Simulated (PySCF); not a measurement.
## Working out the excitation energy of N⁺

N⁺ [He] 2s2 2p2 (3P) → N⁺ [He] 2s1 2p3 (5S). All numbers are calculated (PySCF 2.14, the spin-free X2C one-electron Hamiltonian (Gaussian nucleus), in x2c-QZVPPall). Frozen: 1s2. Energies in hartree (1 hartree = 27.21139 eV):

| part | N⁺ (lower) | N⁺ (upper) |
| --- | --- | --- |
| UHF | -53.923349 | -53.775716 |
| CCSD correlation | -0.096933 | -0.034913 |
| (T) | -0.001819 | -0.000219 |

What does Hartree-Fock give?

(-53.775716) − (-53.923349) = 0.147633 hartree = 4.017 eV.

What do CCSD and CCSD(T) give?

The CCSD correlation energies differ by 0.062020 hartree = 1.688 eV and the triples by 0.001600 hartree = 0.044 eV, so CCSD gives 5.705 eV and CCSD(T) 5.749 eV.

Measured between the centres of the two terms (NIST): 5.790 eV, so CCSD(T) (valence) is off by -0.041 eV.

What remains against the reference includes basis incompleteness, the frozen core and higher excitations.
